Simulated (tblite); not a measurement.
Record of a relaxation.

C6H9AlN2.
SMILES with atom numbers: `[H]/[N:1]=[CH:2]\[c:3]1[cH:4][cH:5][cH:6][n+:7]([AlH3-:8])[cH:9]1` (hydrogens: H10 on N1; H11 on C2; H12 on C4; H13 on C5; H14 on C6; H15, H16, H17 on Al8; H18 on C9)
Bond orders are those of one Lewis drawing.

Computed with GFN2-xTB (tblite), gas phase: L-BFGS steps from a force-field or distance-geometry start until the largest atomic force falls under 0.01 eV/Å. 5 of its 84 geometries are shown.

Step 0: E = -661.5980 eV, largest atomic force 3.638 eV/Å
```
atom  x, y, z in Å  |  force x, y, z in eV/Å
N1     -2.560   -2.018   -0.720   -1.461   1.324   0.325
C2     -2.566   -0.789   -0.343    1.604  -3.169  -0.788
C3     -1.319   -0.073   -0.064   -1.068   0.727   0.052
C4     -1.439    1.252    0.336    0.201   0.852   0.472
C5     -0.318    2.016    0.629    0.215   0.031  -0.080
C6      0.932    1.414    0.466   -0.594  -0.314  -0.067
N7      1.020    0.132    0.061   -0.472   0.358   0.066
Al8     2.740   -0.691   -0.140    2.274  -1.305  -0.103
C9     -0.066   -0.625   -0.203    0.918   1.116   0.378
H10    -1.724   -2.576   -0.866    0.127   0.600   0.184
H11    -3.506   -0.301   -0.207   -0.329   0.141  -0.006
H12    -2.415    1.702    0.462   -0.027  -0.109  -0.093
H13    -0.406    3.059    0.958    0.070  -0.572  -0.175
H14     1.833    2.011    0.681   -0.213  -0.823  -0.279
H15     2.576   -2.130   -0.829   -0.598   0.285   0.013
H16     3.410   -0.912    1.304   -0.579   0.360   0.008
H17     3.739    0.189   -1.015   -0.564   0.372   0.044
H18     0.061   -1.652   -0.524    0.496   0.127   0.049
```

Step 21: E = -662.2790 eV, largest atomic force 0.077 eV/Å
```
atom  x, y, z in Å  |  force x, y, z in eV/Å
N1     -2.617   -2.050   -0.732   -0.004   0.034   0.016
C2     -2.522   -0.858   -0.352    0.016  -0.017  -0.012
C3     -1.313   -0.065   -0.065   -0.026  -0.038   0.008
C4     -1.419    1.263    0.353   -0.005  -0.031  -0.021
C5     -0.269    1.988    0.617   -0.013   0.002   0.009
C6      0.959    1.371    0.454   -0.010  -0.034  -0.027
N7      1.060    0.113    0.051   -0.012  -0.048  -0.002
Al8     2.850   -0.750   -0.134    0.000   0.025  -0.024
C9     -0.030   -0.590   -0.195   -0.018  -0.002  -0.023
H10    -1.743   -2.556   -0.863    0.001   0.018   0.004
H11    -3.457   -0.321   -0.213   -0.026  -0.009  -0.001
H12    -2.396    1.712    0.465    0.020   0.016   0.007
H13    -0.329    3.013    0.942    0.020   0.070   0.026
H14     1.901    1.869    0.635    0.007  -0.010  -0.003
H15     2.397   -2.087   -0.838    0.045  -0.018  -0.004
H16     3.221   -0.796    1.391    0.007   0.008   0.031
H17     3.538    0.360   -1.012    0.003   0.012   0.008
H18     0.160   -1.608   -0.516   -0.004   0.020   0.008
```

Step 42: E = -662.2906 eV, largest atomic force 0.066 eV/Å
```
atom  x, y, z in Å  |  force x, y, z in eV/Å
N1     -2.694   -2.032   -0.720   -0.004  -0.021  -0.003
C2     -2.571   -0.842   -0.343   -0.008   0.026  -0.003
C3     -1.339   -0.079   -0.076    0.021   0.025   0.038
C4     -1.403    1.248    0.353    0.007   0.041  -0.003
C5     -0.232    1.947    0.607    0.008  -0.004   0.008
C6      0.976    1.297    0.424   -0.023   0.010  -0.016
N7      1.038    0.041    0.010    0.000   0.015   0.014
Al8     2.895   -0.682   -0.103   -0.009   0.019  -0.037
C9     -0.070   -0.635   -0.230    0.005   0.013  -0.021
H10    -1.829   -2.550   -0.864   -0.011  -0.005  -0.004
H11    -3.496   -0.290   -0.189    0.018   0.004   0.001
H12    -2.361    1.730    0.484   -0.019  -0.027  -0.004
H13    -0.267    2.974    0.940    0.039  -0.051  -0.014
H14     1.940    1.765    0.591   -0.054  -0.036   0.004
H15     2.583   -2.050   -0.819    0.003  -0.001   0.032
H16     3.206   -0.664    1.443   -0.005  -0.001  -0.011
H17     3.529    0.482   -0.958    0.003  -0.002   0.012
H18     0.085   -1.653   -0.564    0.029  -0.003   0.006
```

Step 62: E = -662.2926 eV, largest atomic force 0.019 eV/Å
```
atom  x, y, z in Å  |  force x, y, z in eV/Å
N1     -2.723   -2.022   -0.717    0.002  -0.006   0.000
C2     -2.579   -0.834   -0.343   -0.007   0.007  -0.009
C3     -1.339   -0.084   -0.082   -0.001   0.006   0.008
C4     -1.399    1.241    0.354    0.008   0.009  -0.004
C5     -0.227    1.934    0.610    0.007  -0.002   0.012
C6      0.977    1.279    0.420    0.001   0.007  -0.001
N7      1.036    0.027   -0.006   -0.004   0.008  -0.001
Al8     2.905   -0.662   -0.103    0.009  -0.002   0.014
C9     -0.073   -0.644   -0.250   -0.004   0.001   0.005
H10    -1.868   -2.554   -0.866    0.000  -0.003  -0.001
H11    -3.493   -0.266   -0.183   -0.006  -0.013  -0.004
H12    -2.359    1.719    0.492    0.001  -0.014  -0.001
H13    -0.251    2.957    0.952    0.016  -0.010  -0.003
H14     1.943    1.736    0.599   -0.006   0.004  -0.002
H15     2.633   -2.057   -0.775   -0.010   0.001   0.001
H16     3.197   -0.601    1.446    0.007   0.008  -0.001
H17     3.527    0.498   -0.972   -0.003  -0.002  -0.005
H18     0.083   -1.660   -0.588   -0.010   0.001  -0.007
```

Step 83: E = -662.2941 eV, largest atomic force 0.008 eV/Å
```
atom  x, y, z in Å  |  force x, y, z in eV/Å
N1     -2.722   -2.019   -0.731    0.000   0.006   0.000
C2     -2.582   -0.829   -0.363    0.005  -0.001  -0.001
C3     -1.341   -0.079   -0.093   -0.002  -0.006   0.002
C4     -1.398    1.237    0.370   -0.004  -0.005  -0.005
C5     -0.223    1.922    0.636   -0.004  -0.002  -0.004
C6      0.979    1.270    0.429   -0.001  -0.004  -0.001
N7      1.034    0.025   -0.018    0.000  -0.007   0.003
Al8     2.906   -0.656   -0.099    0.001   0.002   0.003
C9     -0.077   -0.638   -0.274    0.000  -0.003   0.005
H10    -1.866   -2.554   -0.868   -0.001   0.002  -0.001
H11    -3.498   -0.262   -0.213    0.001   0.003  -0.004
H12    -2.357    1.711    0.521    0.001   0.002   0.004
H13    -0.242    2.938    0.996    0.002   0.004   0.003
H14     1.946    1.721    0.615    0.000   0.007   0.001
H15     2.621   -2.095   -0.666    0.002  -0.001  -0.003
H16     3.234   -0.489    1.435    0.001   0.001  -0.002
H17     3.502    0.449   -1.052   -0.003  -0.001  -0.003
H18     0.075   -1.647   -0.636    0.001   0.001   0.003
```

Problem. Summarise the path.

Solution. The energy falls by 0.6961 eV from step 0 to step 83; nine tenths of that is first reached at step 7. It falls at every step. The largest force goes from 3.638 to 0.008 eV/Å. Among the bonds N7–Al8 changes most, from 1.917 to 1.994 Å; the atoms move by 0.197 Å rms after alignment.

Problem. Follow the three bonds and two angles with the largest change from start to end.

Solution. 
```json
{"step": "0", "E above end (eV)": "0.6961", "largest force (eV/Å)": "3.638", "N7–Al8 (Å)": "1.917", "N1=C2 (Å)": "1.286", "Al8–H15 (Å)": "1.604", "N7–Al8–H17 (°)": "112.5", "N7–Al8–H16 (°)": "109.8"}
{"step": "4", "E above end (eV)": "0.1118", "largest force (eV/Å)": "0.514", "N7–Al8 (Å)": "2.091", "N1=C2 (Å)": "1.259", "Al8–H15 (Å)": "1.549", "N7–Al8–H17 (°)": "103.0", "N7–Al8–H16 (°)": "101.6"}
{"step": "7", "E above end (eV)": "0.0689", "largest force (eV/Å)": "0.237", "N7–Al8 (Å)": "2.096", "N1=C2 (Å)": "1.252", "Al8–H15 (Å)": "1.571", "N7–Al8–H17 (°)": "101.2", "N7–Al8–H16 (°)": "99.7"}
{"step": "11", "E above end (eV)": "0.0458", "largest force (eV/Å)": "0.269", "N7–Al8 (Å)": "2.061", "N1=C2 (Å)": "1.256", "Al8–H15 (Å)": "1.593", "N7–Al8–H17 (°)": "100.4", "N7–Al8–H16 (°)": "99.5"}
{"step": "14", "E above end (eV)": "0.0219", "largest force (eV/Å)": "0.157", "N7–Al8 (Å)": "2.003", "N1=C2 (Å)": "1.254", "Al8–H15 (Å)": "1.585", "N7–Al8–H17 (°)": "99.0", "N7–Al8–H16 (°)": "98.7"}
{"step": "18", "E above end (eV)": "0.0169", "largest force (eV/Å)": "0.051", "N7–Al8 (Å)": "2.001", "N1=C2 (Å)": "1.254", "Al8–H15 (Å)": "1.577", "N7–Al8–H17 (°)": "98.5", "N7–Al8–H16 (°)": "98.0"}
{"step": "22", "E above end (eV)": "0.0147", "largest force (eV/Å)": "0.051", "N7–Al8 (Å)": "1.995", "N1=C2 (Å)": "1.254", "Al8–H15 (Å)": "1.577", "N7–Al8–H17 (°)": "98.0", "N7–Al8–H16 (°)": "97.6"}
{"step": "25", "E above end (eV)": "0.0133", "largest force (eV/Å)": "0.069", "N7–Al8 (Å)": "1.995", "N1=C2 (Å)": "1.254", "Al8–H15 (Å)": "1.579", "N7–Al8–H17 (°)": "98.0", "N7–Al8–H16 (°)": "97.4"}
{"step": "29", "E above end (eV)": "0.0104", "largest force (eV/Å)": "0.056", "N7–Al8 (Å)": "1.995", "N1=C2 (Å)": "1.255", "Al8–H15 (Å)": "1.579", "N7–Al8–H17 (°)": "97.3", "N7–Al8–H16 (°)": "96.9"}
{"step": "32", "E above end (eV)": "0.0090", "largest force (eV/Å)": "0.041", "N7–Al8 (Å)": "1.994", "N1=C2 (Å)": "1.254", "Al8–H15 (Å)": "1.575", "N7–Al8–H17 (°)": "97.2", "N7–Al8–H16 (°)": "96.9"}
{"step": "36", "E above end (eV)": "0.0079", "largest force (eV/Å)": "0.057", "N7–Al8 (Å)": "1.992", "N1=C2 (Å)": "1.255", "Al8–H15 (Å)": "1.575", "N7–Al8–H17 (°)": "97.4", "N7–Al8–H16 (°)": "96.8"}
{"step": "40", "E above end (eV)": "0.0046", "largest force (eV/Å)": "0.063", "N7–Al8 (Å)": "1.994", "N1=C2 (Å)": "1.255", "Al8–H15 (Å)": "1.576", "N7–Al8–H17 (°)": "97.6", "N7–Al8–H16 (°)": "97.0"}
{"step": "43", "E above end (eV)": "0.0030", "largest force (eV/Å)": "0.071", "N7–Al8 (Å)": "1.996", "N1=C2 (Å)": "1.254", "Al8–H15 (Å)": "1.574", "N7–Al8–H17 (°)": "98.0", "N7–Al8–H16 (°)": "97.1"}
{"step": "47", "E above end (eV)": "0.0022", "largest force (eV/Å)": "0.028", "N7–Al8 (Å)": "1.994", "N1=C2 (Å)": "1.254", "Al8–H15 (Å)": "1.573", "N7–Al8–H17 (°)": "98.2", "N7–Al8–H16 (°)": "97.1"}
{"step": "51", "E above end (eV)": "0.0021", "largest force (eV/Å)": "0.016", "N7–Al8 (Å)": "1.995", "N1=C2 (Å)": "1.254", "Al8–H15 (Å)": "1.573", "N7–Al8–H17 (°)": "98.3", "N7–Al8–H16 (°)": "97.1"}
{"step": "54", "E above end (eV)": "0.0020", "largest force (eV/Å)": "0.015", "N7–Al8 (Å)": "1.995", "N1=C2 (Å)": "1.254", "Al8–H15 (Å)": "1.573", "N7–Al8–H17 (°)": "98.2", "N7–Al8–H16 (°)": "96.9"}
{"step": "58", "E above end (eV)": "0.0018", "largest force (eV/Å)": "0.016", "N7–Al8 (Å)": "1.995", "N1=C2 (Å)": "1.254", "Al8–H15 (Å)": "1.573", "N7–Al8–H17 (°)": "98.2", "N7–Al8–H16 (°)": "96.8"}
{"step": "61", "E above end (eV)": "0.0016", "largest force (eV/Å)": "0.026", "N7–Al8 (Å)": "1.994", "N1=C2 (Å)": "1.254", "Al8–H15 (Å)": "1.573", "N7–Al8–H17 (°)": "98.2", "N7–Al8–H16 (°)": "96.5"}
{"step": "65", "E above end (eV)": "0.0014", "largest force (eV/Å)": "0.024", "N7–Al8 (Å)": "1.994", "N1=C2 (Å)": "1.254", "Al8–H15 (Å)": "1.573", "N7–Al8–H17 (°)": "98.0", "N7–Al8–H16 (°)": "96.3"}
{"step": "69", "E above end (eV)": "0.0011", "largest force (eV/Å)": "0.019", "N7–Al8 (Å)": "1.995", "N1=C2 (Å)": "1.254", "Al8–H15 (Å)": "1.573", "N7–Al8–H17 (°)": "97.9", "N7–Al8–H16 (°)": "96.2"}
{"step": "72", "E above end (eV)": "0.0009", "largest force (eV/Å)": "0.023", "N7–Al8 (Å)": "1.993", "N1=C2 (Å)": "1.254", "Al8–H15 (Å)": "1.572", "N7–Al8–H17 (°)": "98.0", "N7–Al8–H16 (°)": "96.3"}
{"step": "76", "E above end (eV)": "0.0002", "largest force (eV/Å)": "0.023", "N7–Al8 (Å)": "1.994", "N1=C2 (Å)": "1.254", "Al8–H15 (Å)": "1.574", "N7–Al8–H17 (°)": "98.0", "N7–Al8–H16 (°)": "96.7"}
{"step": "79", "E above end (eV)": "0.0001", "largest force (eV/Å)": "0.013", "N7–Al8 (Å)": "1.994", "N1=C2 (Å)": "1.254", "Al8–H15 (Å)": "1.573", "N7–Al8–H17 (°)": "98.0", "N7–Al8–H16 (°)": "96.8"}
{"step": "83", "E above end (eV)": "0.0000", "largest force (eV/Å)": "0.008", "N7–Al8 (Å)": "1.994", "N1=C2 (Å)": "1.254", "Al8–H15 (Å)": "1.573", "N7–Al8–H17 (°)": "98.0", "N7–Al8–H16 (°)": "96.9"}
```

The cost below is that of the whole relaxation. The run took 0.5 s of wall time on one thread, Arm Neoverse V2 (aarch64), on a shared host.
